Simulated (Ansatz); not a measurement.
System: InI₂, charge 0, doublet. InI2 (SMILES [I][In][I], doublet).
B3LYP-D3(BJ)/def2-TZVP minimum from Ansatz (an electronic-structure program):
```
In
I 1 2.7582
I 1 2.7582 2 122.69
```
Charge 0, spin multiplicity 2.

Total energies in def2-SVP, 17 correlated electrons, 27 frozen orbitals. Radicals and triplets start from unrestricted determinants; spin-orbit coupling is neglected. Correlated methods leave the cores frozen (noble-gas shells, and filled d and f shells in the p block). Past Kr the def2 sets carry scalar-relativistic core potentials. Spin-orbit terms, left out, reach several kcal/mol for Br and I, and more for heavier atoms. The spin of I2In ([I][In][I], doublet) was assumed, and the state is the lowest solution found for it.

```json
[
 {"method": "HF", "program": "Ansatz", "energy (Eh)": "-782.62935", "minus CCSDT(Q) (mEh)": "257.49"},
 {"method": "MP2", "program": "Ansatz", "energy (Eh)": "-782.85474", "minus CCSDT(Q) (mEh)": "32.09"},
 {"method": "CCSD", "program": "Ansatz", "energy (Eh)": "-782.87873", "minus CCSDT(Q) (mEh)": "8.10"},
 {"method": "CCSD(T)", "program": "Ansatz", "energy (Eh)": "-782.88524", "minus CCSDT(Q) (mEh)": "1.60"},
 {"method": "CCSDT(Q)", "program": "Ansatz", "energy (Eh)": "-782.88683", "minus CCSDT(Q) (mEh)": "0.00"}
]
```

Rough core times of Ansatz's runs on a shared machine: CCSD(T) 40 s, CCSDT(Q) 7 min.
